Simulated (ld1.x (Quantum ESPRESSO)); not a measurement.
# bromine (Br), TM: configuration errors across variants

- Element: bromine (Br)
- Generator: ld1.x (Quantum ESPRESSO) 7.5
- Type: norm-conserving Troullier–Martins (Kleinman–Bylander form)
- Functional: PBEsol
- Relativity: scalar-relativistic
- Frozen core: [Ar]
- Valence charge: 17
- Reference configuration: 3d10 4s2 4p5
- Partial waves: 4s (bound): rc 1.50 bohr; 4p (bound): rc 1.40 bohr; 3d (bound): rc 0.60 bohr; 4f channel at -0.15 Ry: rc 1.40 bohr
- Local potential: all-electron potential smoothed inside 0.65 bohr (lloc = -1)
- Core correction: none

All-electron excitation energies from the reference (eV): (1) 3d10 4s2 4p4 12.553; (2) 3d10 4s2 4p3 35.325; (3) 3d10 4s2 4p2 69.334; (4) 3d10 4s1 4p5 25.561; (5) 3d10 4s1 4p6 12.376; (6) 3d10 4s2 4p5.3 -1.962.

Tests that are not counted but printed errors over 1 eV. “base”: 3d9 4s2 4p6 (solver errors, printed error -2905 eV). “all radii scaled by about 1.06 (s 1.58, p 1.48, d 0.64, f 1.48 bohr); local potential all-electron potential smoothed inside 0.68 bohr (lloc = -1)”: 3d9 4s2 4p6 (an occupied level unbound or not found, printed error -207 eV). “all radii scaled by about 1.22 (s 1.82, p 1.70, d 0.74, f 1.70 bohr); local potential all-electron potential smoothed inside 0.80 bohr (lloc = -1)”: 3d9 4s2 4p6 (solver errors, printed error -311 eV).

A true bound ghost makes a file unfit for plane-wave use even where its test errors are small: the radial tests pick states by their node count and pass the ghost by. Where a test does run into it, the solver fails or the error is huge.

Errors AE − PS in meV (a dash: test not solved or not reliable):

| change | (1) | (2) | (3) | (4) | (5) | (6) | bound ghosts |
| --- | --- | --- | --- | --- | --- | --- | --- |
| base | -2.0 | -3.6 | +1.0 | -2.8 | -1.5 | +0.3 | s, p |
| all radii scaled by about 0.76 (s 1.14, p 1.06, d 0.46, f 1.06 bohr); local potential all-electron potential smoothed inside 0.50 bohr (lloc = -1) | -0.6 | +2.1 | +17 | 0.0 | -1.3 | +0.1 | s, p |
| all radii scaled by about 0.82 (s 1.22, p 1.14, d 0.50, f 1.14 bohr); local potential all-electron potential smoothed inside 0.54 bohr (lloc = -1) | -1.2 | -1.0 | +7.0 | -0.8 | -0.7 | +0.2 | s, p |
| all radii scaled by about 0.93 (s 1.38, p 1.30, d 0.56, f 1.30 bohr); local potential all-electron potential smoothed inside 0.60 bohr (lloc = -1) | -1.1 | 0.0 | +8.2 | +1.0 | +0.1 | +0.3 | s, p |
| all radii scaled by about 1.06 (s 1.58, p 1.48, d 0.64, f 1.48 bohr); local potential all-electron potential smoothed inside 0.68 bohr (lloc = -1) | -3.1 | -7.9 | -6.7 | -8.5 | -4.1 | +0.2 | s, p |
| all radii scaled by about 1.22 (s 1.82, p 1.70, d 0.74, f 1.70 bohr); local potential all-electron potential smoothed inside 0.80 bohr (lloc = -1) | +22 | +131 | +392 | +78 | +5.3 | +1.5 | s, p |
| all radii scaled by about 1.31 (s 1.96, p 1.84, d 0.78, f 1.84 bohr); local potential all-electron potential smoothed inside 0.86 bohr (lloc = -1) | +6.4 | +39 | +103 | +12 | -9.7 | +0.8 | s |
| all radii scaled by about 1.40 (s 2.10, p 1.96, d 0.84, f 1.96 bohr); local potential all-electron potential smoothed inside 0.90 bohr (lloc = -1) | +5.1 | +32 | +87 | -5.0 | -19 | +0.7 | s |

Task: Give the same row for: all radii scaled by about 1.14 (s 1.70, p 1.60, d 0.68, f 1.60 bohr); local potential all-electron potential smoothed inside 0.74 bohr (lloc = -1).

Result: -8.4, –, -16470, -30, -10, -0.1; bound ghosts: s, p. Not counted: 3d10 4s2 4p3 (an occupied level unbound or not found, printed error -54.0 eV); 3d9 4s2 4p6 (solver errors, printed error -290 eV).
